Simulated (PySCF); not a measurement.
**Cost of excited-state runs on `InChI=1S/C7H16/c1-4-5-6-7(2)3/h7H,4-6H2,1-3H3`**

Molfile (atoms numbered from 1):
```
C7H16
     RDKit          3D

 23 22  0  0  0  0  0  0  0  0999 V2000
    3.4317   -0.1363   -0.4520 C   0  0  0  0  0  0  0  0  0  0  0  0
    2.2161    0.2514    0.3810 C   0  0  0  0  0  0  0  0  0  0  0  0
    0.9081   -0.0229   -0.3585 C   0  0  0  0  0  0  0  0  0  0  0  0
   -0.3083    0.3622    0.4811 C   0  0  0  0  0  0  0  0  0  0  0  0
   -1.6431    0.2342   -0.2614 C   0  0  0  0  0  0  0  0  0  0  0  0
   -1.9446   -1.2124   -0.6464 C   0  0  0  0  0  0  0  0  0  0  0  0
   -2.7724    0.7830    0.6094 C   0  0  0  0  0  0  0  0  0  0  0  0
    3.4538    0.4295   -1.3809 H   0  0  0  0  0  0  0  0  0  0  0  0
    3.4038   -1.1954   -0.6989 H   0  0  0  0  0  0  0  0  0  0  0  0
    4.3507    0.0642    0.0940 H   0  0  0  0  0  0  0  0  0  0  0  0
    2.2240   -0.3112    1.3177 H   0  0  0  0  0  0  0  0  0  0  0  0
    2.2734    1.3131    0.6330 H   0  0  0  0  0  0  0  0  0  0  0  0
    0.8648   -1.0834   -0.6126 H   0  0  0  0  0  0  0  0  0  0  0  0
    0.8964    0.5444   -1.2927 H   0  0  0  0  0  0  0  0  0  0  0  0
   -0.1910    1.3999    0.8050 H   0  0  0  0  0  0  0  0  0  0  0  0
   -0.3390   -0.2592    1.3796 H   0  0  0  0  0  0  0  0  0  0  0  0
   -1.5883    0.8336   -1.1778 H   0  0  0  0  0  0  0  0  0  0  0  0
   -2.9294   -1.2825   -1.1036 H   0  0  0  0  0  0  0  0  0  0  0  0
   -1.9309   -1.8492    0.2359 H   0  0  0  0  0  0  0  0  0  0  0  0
   -1.2159   -1.5900   -1.3584 H   0  0  0  0  0  0  0  0  0  0  0  0
   -3.7239    0.7216    0.0863 H   0  0  0  0  0  0  0  0  0  0  0  0
   -2.5904    1.8235    0.8690 H   0  0  0  0  0  0  0  0  0  0  0  0
   -2.8503    0.2086    1.5302 H   0  0  0  0  0  0  0  0  0  0  0  0
  1  2  1  0
  2  3  1  0
  3  4  1  0
  4  5  1  0
  5  6  1  0
  5  7  1  0
  1  8  1  0
  1  9  1  0
  1 10  1  0
  2 11  1  0
  2 12  1  0
  3 13  1  0
  3 14  1  0
  4 15  1  0
  4 16  1  0
  5 17  1  0
  6 18  1  0
  6 19  1  0
  6 20  1  0
  7 21  1  0
  7 22  1  0
  7 23  1  0
M  END
```

PySCF with density fitting, on 1 thread of an Arm Neoverse V1, shared host. Command: `OMP_NUM_THREADS=1 python excited_run.py task.json out`

Task: How long does each of these runs take, and how much memory?
- magnetisability and related constants, B3LYP/pcSseg-1; isotopologues
- magnetisability and related constants, OLYP/pcseg-1; IEF-PCM dimethylsulfoxide; SCF tolerance 1e-11 Eh

Result: 
```
                                  run           level  basis functions  wall time  peak memory (GiB)
magnetisability and related constants  B3LYP/pcSseg-1              199       39 s               0.97
magnetisability and related constants    OLYP/pcseg-1              178       34 s               0.87
```
Times from a shared host are rough.
